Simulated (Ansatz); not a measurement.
Consider the substitution at a C–Ge bond: `[CH3][GeH2][Br]` + `C[NH][InH][OH]` → `C[N](C)[InH][OH]` + `[GeH3][Br]`.

Program: Ansatz. Geometries: PBE0-D4/def2-TZVP. ΔE: electronic, gas phase. CBS: MP2 limit from def2 TZ/QZ plus the TZ coupled-cluster correction, frozen cores. def2 core potentials past Kr. For Br, Ge, In outer-core shells are correlated without core-valence functions, which leaves a few kJ/mol of doubt a bond. Scalar relativity is left out up to krypton. One conformer a species, not always the lowest.

`[CH3][GeH2][Br]`:

Cartesian coordinates in Å:
```
C -0.905 -0.252 0.521
Ge 0.611 0.325 -0.544
Br 2.506 -0.708 0.307
H -0.757 0.035 1.562
H -1.008 -1.336 0.461
H -1.819 0.215 0.148
H 0.866 1.836 -0.444
H 0.507 -0.115 -2.012
```

`C[NH][InH][OH]`:

```xyz
10

C     1.348    0.436    0.285
N     0.152    0.810   -0.430
In   -1.580   -0.196   -0.528
O    -1.532   -1.878    0.533
H     1.645    1.186    1.029
H     1.188   -0.498    0.830
H     2.206    0.270   -0.380
H     0.251    1.674   -0.938
H    -2.987    0.229   -1.367
H    -0.690   -2.033    0.966
```

`C[N](C)[InH][OH]`:

```xyz
13

C    -1.369   -0.423   -0.053
N    -0.130    0.283    0.146
C    -0.301    1.569    0.765
In    1.625   -0.498   -0.406
O     1.209   -2.280   -1.192
H    -1.890   -0.601    0.900
H    -2.060    0.145   -0.696
H    -1.192   -1.392   -0.525
H    -0.773    1.485    1.756
H    -0.942    2.231    0.162
H     0.658    2.076    0.900
H     3.183    0.163   -0.261
H     1.983   -2.758   -1.496
```

`[GeH3][Br]`:

Cartesian coordinates in Å:
```
Ge -0.118 -0.140 0.050
Br 1.318 1.562 -0.558
H -1.532 0.448 0.076
H 0.317 -0.627 1.436
H 0.015 -1.243 -1.004
```

| species | MP2/def2-TZVPP energy (Eh) |
| --- | --- |
| `[CH3][GeH2][Br]` | -4689.34661 |
| `C[NH][InH][OH]` | -360.88439 |
| `C[N](C)[InH][OH]` | -400.09828 |
| `[GeH3][Br]` | -4650.10724 |

Problem. Work out ΔE.

Solution. ΔE = (-400.09828) + (-4650.10724) − (-4689.34661) − (-360.88439) = 0.02548 Eh = +66.9 kJ/mol. CCSD(T)/CBS gives +65.5 kJ/mol.

Largest T1 diagnostic among the species: 0.016.
